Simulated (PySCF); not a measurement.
## Correlation energy of B (boron, neutral)

[He] 2s1 2p1 3d1, one real determinant (an excited configuration). All numbers are calculated (PySCF 2.14, the non-relativistic Hamiltonian (point nucleus), in aug-cc-pVTZ with one added diffuse shell each of s, p, d, f type (6s5p4d3f, 62 functions)). Frozen: 1s2; 3 electrons correlated.

MP2 pair energies summed by pair of shells (mhartree):

```json
{"pair": "2s-2p", "energy": "-3.07", "share (%)": "73.1"}
{"pair": "2s-3d", "energy": "-0.69", "share (%)": "16.5"}
{"pair": "2p-3d", "energy": "-0.43", "share (%)": "10.4"}
```

Total MP2 correlation energy: -4.19 mhartree.

Same-spin part -4.19 and opposite-spin part 0.00 mhartree; SCS-MP2 scales them by 1/3 and 6/5 to -1.40 mhartree.

The reference is one real determinant that mixes LS terms of this configuration.
